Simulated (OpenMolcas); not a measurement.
## Computed transition rates of Ne³⁺

* Program: OpenMolcas
* Method: CASSCF
* Basis: ANO-RCC-VQZP [5s4p3d2f1g]
* Scalar Hamiltonian: DKH2, point nucleus
* Active space: 5 electrons in 8 orbitals (2s 2p 3s 3p)
* State averaging: 2S+1 = 4 odd, 1 root; 2S+1 = 2 odd, 8 roots; 2S+1 = 4 even, 3 roots
* Spin-orbit coupling: state interaction with AMFI integrals over the reference wave functions, term energies averaged over their components

Rates come from the transition moments of the reference wave functions (E1 and E2 in the length form). At fixed line strength A goes as λ^-3 for E1 and M1 and as λ^-5 for E2, so a rate at the computed wavelength can be rescaled to the measured one. Measured vacuum wavelengths follow from level energies in Moore, Atomic Energy Levels, vol. I, NSRDS-NBS 35 (1971 reprint of NBS Circular 467, 1949). Branching counts decays inside the model space alone, at computed energies, and the table is only a selection of the E1 lines, drawn from those between levels with measured partners whose computed energy lies within a factor of 1.5 of the measured one.

```
        Upper            Lower  Type  λ computed (nm)  λ measured (nm)  A computed (s-1)  A rescaled (s-1)  Branching %
2s 2p⁴ ⁴P_1/2  2s² 2p³ ⁴S°_3/2    E1            54.07            54.11          2.68e+09          2.67e+09        100.0
2s 2p⁴ ⁴P_3/2  2s² 2p³ ⁴S°_3/2    E1            54.17            54.21          2.66e+09          2.65e+09        100.0
2s 2p⁴ ⁴P_5/2  2s² 2p³ ⁴S°_3/2    E1            54.32            54.39          2.64e+09          2.63e+09        100.0
```

The largest correction is for 2s 2p⁴ ⁴P_5/2 → 2s² 2p³ ⁴S°_3/2 (E1): 2.64e+09 × (54.32 / 54.39)^3 = 2.63e+09 s-1, a factor of 1.00.

The computed rate and branching of 2s 2p⁴ ⁴P_5/2 → 2s² 2p³ ⁴S°_3/2 give the upper level a radiative lifetime of 1.000 / 2.64e+09 s-1 = 3.79e-10 s, counting decays inside the model space alone. The rescaled rate gives about 3.8e-10 s.

No measured rate stands beside these. Rescaling mends the energy factor alone: line strengths can still be far off where a level mixes with configurations outside the active space, and weak or spin-changing lines hang on small mixing coefficients that depend on the term gaps too, so rescaling need not improve them.

Active for correlation alone: 3p 3s; no level in the range computed is led by a configuration that fills them, so any true level of that kind is missing. Computed and measured levels are paired by configuration, term and J; levels that our copy of the source lacks, or whose pairing is in doubt (as where it misses far off the trend of its configuration), stay unpaired. Levels of configurations outside the active space are missing.

° marks odd parity.
